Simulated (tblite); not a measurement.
Compound: C2H8O3Si2.
Numbering: `[CH3:1][O:2][C:3](=[O:4])[SiH2:5][O:6][SiH3:7]` (hydrogens: H8, H9, H10 on C1; H11, H12 on Si5; H13, H14, H15 on Si7)

Cartesian coordinates in Å at the GFN2-xTB level; atoms count from 1:
```
atom  x, y, z in Å
C1    -3.0144   -0.4339   -0.1391
O2    -1.9200    0.4052   -0.5019
C3    -0.6962    0.0276   -0.1158
O4    -0.4833   -0.9833    0.5123
Si5    0.6638    1.2574   -0.6770
O6     2.0489    0.6692   -0.1106
Si7    2.8514   -0.5113    0.6957
H8    -3.3447   -0.1939    0.8734
H9    -2.7092   -1.4811   -0.1764
H10   -3.8110   -0.2361   -0.8522
H11    0.7322    1.2781   -2.1342
H12    0.4356    2.5577   -0.0565
H13    4.2084    0.0336    0.7243
H14    2.7579   -1.7356   -0.0919
H15    2.2762   -0.6457    2.0280
```

Computed with GFN2-xTB (tblite): harmonic, unscaled wavenumbers at the GFN2-xTB geometry, gas phase. The method is semi-empirical: single wavenumbers can be off by several per cent or more. Modes of hydrogen on silicon can be 10 to 20 % off. One conformer, not necessarily the lowest. The optimisation stopped once no atom felt more than 0.01 eV/Å.

Lowest wavenumbers of the output (negative numbers stand for imaginary wavenumbers):
```
mode    cm-1
  1     -25.1
  2      27.7
  3      34.5
  4      73.0
  5      91.3
  6     149.7
  7     154.2
  8     249.7
  9     324.1
 10     422.4
```

Q: Is this structure a minimum?

A: Not by this Hessian. 1 mode is imaginary beyond 20i (25i cm⁻¹), so at this level the point lies at or near a first-order saddle. The curvature is small, so loose convergence or finite differences may be the whole cause.

Q: Which atoms move in the imaginary mode?

A: 25i: H8 (methyl hydrogen) 37 %, H10 (methyl hydrogen) 30 %, H9 (methyl hydrogen) 28 %. These are shares of the mass-weighted motion.

Q: What is the remedy?

A: Step along that mode in both directions, optimise again with tighter thresholds and repeat the frequencies. The zero-point energy of this point (59.3 kcal/mol) counts the 38 real modes alone, and thermal corrections from it aren't those of a minimum.

Time: 1.6 s. Hardware: one thread, AMD EPYC (x86_64), on a shared host. This covers the Hessian and the dipole derivatives.
